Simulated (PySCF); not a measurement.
How methods differ on the ionisation energy of Ru(22+)

Ru(22+) [Ar] 3d4 (5D) → Ru(23+) [Ar] 3d3 (4F), as a difference of total energies. Computed with PySCF 2.14 in an uncontracted even-tempered set (17 s from 2.5 bohr⁻², ratio 2.5; 11 p from 3.2 bohr⁻², ratio 2.5; 8 d from 3.2 bohr⁻², ratio 2.5; 4 f from 12 bohr⁻², ratio 2.7; 3 g from 19 bohr⁻², ratio 2.7), with no relativity, point nucleus. Correlated levels: outer shells: [Ne] frozen; virtual orbitals above 40 to 60 times the deepest correlated orbital energy dropped. The calculations carry no spin-orbit coupling.

| method | ionisation energy (eV) |
| --- | --- |
| UHF | 1050.3 |
| LDA | 1051.0 |
| PBE | 1050.2 |
| PBE0 | 1050.7 |
| r2SCAN | 1050.1 |
| BHandHLYP | 1050.8 |
| TPSS | 1049.5 |
| MP2 (outer shells) | 1051.0 |
| SCS-MP2 (outer shells) | 1050.5 |

A first-order spin-orbit estimate (lowest level to lowest level, LS coupling) adds -1.186 eV.

All relativistic terms are absent from these numbers, so their closeness to the reference says little about the methods.

For comparison: 1048 ± 4 eV (theoretical estimate listed by NIST; NIST Atomic Spectra Database, ionization energies).
